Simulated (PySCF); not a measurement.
**Germanium: a sound run and one with changed settings**

Sound run: Ge [Ar] 3d10 4s2 4p2, Ge⁺ [Ar] 3d10 4s2 4p1. All numbers are calculated (PySCF 2.14, a scalar-relativistic core potential, in cc-pVDZ-PP with ECP10MDF (4s3p2d, 23 functions)). In the sound run the correlated levels freeze 3s2 3p6 3d10 outside the core potential. The sound run starts from symmetry-adapted Hartree-Fock orbitals and uses a fine grid where one is needed.

Changed run: initial guess 1e, at most 50 SCF cycles.

| species | method | sound run (hartree) | changed run (hartree) | converged |
| --- | --- | --- | --- | --- |
| Ge | UHF | -293.34108 | -293.34108 | yes |
| Ge | r2SCAN | -294.40298 | -294.40298 | yes |
| Ge | CCSD(T) | -293.39766 | -293.39766 | yes |
| Ge⁺ | M06-L | -294.27111 | -294.27111 | yes |
| Ge⁺ | MP2 | -293.09969 | -293.09969 | yes |

Here the plain start reaches the same solutions.
